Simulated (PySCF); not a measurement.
An unknown is described by computed data only.

Formula: CH11FO3Si4.

| Property | Result |
| --- | --- |
| 1H NMR | chemical shifts (computed TMS as zero) by class: 5.55 (1 H), 5.16 (3 H), 3.93 (3 H), 3.43 (3 H), 1.37 (1 H) ppm [GIAO PBE0/pcSseg-1] |
| NMR, other nuclei | isotropic shieldings of nuclei other than C and H, by class: 276 (1 O), 292 (1 O), 310 (1 O), 323 (1 F), 332 (1 Si), 374 (1 Si), 395 (1 Si), 468 (1 Si) ppm [GIAO PBE0/pcSseg-1] |
| 13C NMR | chemical shifts (computed TMS as zero) by class: 51.8 (1 C) ppm [GIAO PBE0/pcSseg-1] |
| Rotational structure | rotational constants A, B, C: 0.967, 0.572, 0.436 GHz [GFN2-xTB] |
| Dipole | 2.22 D [PBE0/pcSseg-1] |

The electronic properties come from PySCF, for the isolated species, density fitting. Levels stand in brackets. Geometry: GFN2-xTB, one conformer, isolated molecule. GFN2-xTB frequencies show an imaginary mode (26i cm⁻¹), so this geometry is no minimum at that level. NMR values are class means; diastereotopic atoms form classes of their own.

Task: Give a SMILES that accounts for the data.

Result: Numbering: `[CH3:1][O:2][Si@@H:3]([OH:4])[Si@:5]([F:6])([SiH3:7])[O:8][SiH3:9]`. Its formula, CH11FO3Si4, gives 0 degrees of unsaturation, so no ring and no π bond. The one carbon: methoxy carbon [C1] (51.8 ppm). Hydrogen classes from least to most shielded: 1 H on an oxygen-bound silicon, Si3 (5.55 ppm), 3 H on an oxygen-bound silicon, Si9 (5.16 ppm), 3 H on a methoxy carbon, C1 (3.93 ppm), 3 H on an SiH3 silicon, Si7 (3.43 ppm), 1 H on a silanol oxygen, O4 (1.37 ppm). The other shieldings belong to: 276 ppm, siloxane oxygen [O8]; 292 ppm, silanol oxygen [O4]; 310 ppm, silyl ether oxygen [O2]; 323 ppm, silicon-bound fluorine [F6]; 332 ppm, fluorine-bound silicon [Si5]; 374 ppm, oxygen-bound silicon [Si3]; 395 ppm, oxygen-bound silicon [Si9]; 468 ppm, SiH3 silicon [Si7]. The optimised geometry has point group C1 and is an asymmetric top. Structure: `CO[Si@@H](O)[Si@](F)([SiH3])O[SiH3]`. The assignments are read from this structure; whether some other isomer fits the data as well wasn't checked. The mirror image fits equally.

Conformer computed: `[CH3:1][O:2][Si@@H:3]([OH:4])[Si@:5]([F:6])([SiH3:7])[O:8][SiH3:9]`: C1–O2–Si3–O4 51°, O2–Si3–Si5–F6 98°, Si3–Si5–O8–Si9 -53°, H–O4–Si3–O2 168°.
